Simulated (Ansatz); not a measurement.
## Pulling the pair apart

The pair of F⁻ (SMILES [F-], atom 1) and CH₄O (SMILES CO, atoms 2–7), both closed shells, in one local arrangement (a lower one may exist), relaxed at PBE0-D4/def2-TZVPD:

```
7
angstrom
F 0.3840 -0.6113 -2.2441
C -0.2387 0.1859 0.6610
O 0.9427 -0.0438 -0.0004
H -0.0480 0.4570 1.7146
H -0.9130 -0.6946 0.6794
H -0.8348 1.0137 0.2255
H 0.7079 -0.3068 -1.0359
```

CH₄O is shifted rigidly along the line between the mean atom positions of the two fragments (negative: closer). Counterpoise interaction energies in kcal/mol. Program: Ansatz 0.2.0. Basis: def2-TZVPPD. Cores are frozen in the correlated methods.

| shift (Å) | MP2 | wB97M-V | r2SCAN-D4 |
| --- | --- | --- | --- |
| -0.13 | -35.34 | -36.79 | -39.69 |
| -0.06 | -36.94 | -38.33 | -41.09 |
| 0.00 | -37.57 | -38.91 | -41.51 |
| 0.06 | -37.49 | -38.79 | -41.23 |
| 0.15 | -36.56 | -37.81 | -40.03 |
| 0.32 | -33.40 | -34.59 | -36.43 |
| 0.64 | -26.03 | -27.03 | -28.35 |
| 1.29 | -14.95 | -15.45 | -16.23 |

(1) What does CCSD(T) give at these shifts? (To be estimated.)

T1 diagnostic: at most 0.017.

Results:

(1) Computed: -35.40, -36.96, -37.57, -37.47, -36.53, -33.37, -26.01, -14.89 kcal/mol. For zero shift, CCSD(T) at an estimated basis limit (MP2 extrapolated from triple and quadruple zeta, plus CCSD(T) − MP2 in triple zeta) gives -38.94 kcal/mol. These are counterpoise interaction energies, counted from the two frozen fragments.

For scale, one of the runs: CCSD(T)/def2-TZVPPD, 185 basis functions, launched by `ansatz run in.yaml --threads 2 --pin off --events-out ev --progress --plain --max-ram 5222MiB`. Time: 57 s of wall clock on 2 CPU threads of an Intel Xeon Platinum 8488C; the host was shared. Peak host memory: 2 GiB.
